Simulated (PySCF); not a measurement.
These 2 structures share the formula C6H7N3S. Computed with PBE0-D3(BJ)/def2-SVP geometry optimisation, gas phase (PySCF). Energies are electronic, without zero-point or thermal terms, for one conformer each. No frequencies were run at this level. Point groups hold within 0.08 Å.

Question: Order them by energy at this level, lowest first, and give relative energies in kcal/mol.
A. `[CH2:1]=[CH:2][c:3]1[cH:4][c:5]([S:6][CH3:7])[n:8][n:9][n:10]1` with C1–C2–C3–C4 180°, C4–C5–S6–C7 180°
B. `CN(C)c1cnc(C#N)s1`

Answer: B (0.0), A (31.8).

As drawn, the lower has a C≡N group, which the higher lacks; the higher has an N–N linkage and a C=C bond outside aromatic rings, which the lower lacks.

```
           SMILES      E (Eh)  E rel (kcal/mol)  dipole (D)  point group       A, B, C (MHz)
CN(C)c1cnc(C#N)s1  -794.26308               0.0        8.23           C1  3270, 693.8, 577.2
  C=Cc1cc(SC)nnn1  -794.21235              31.8        3.38            –  3430, 640.7, 541.7
```
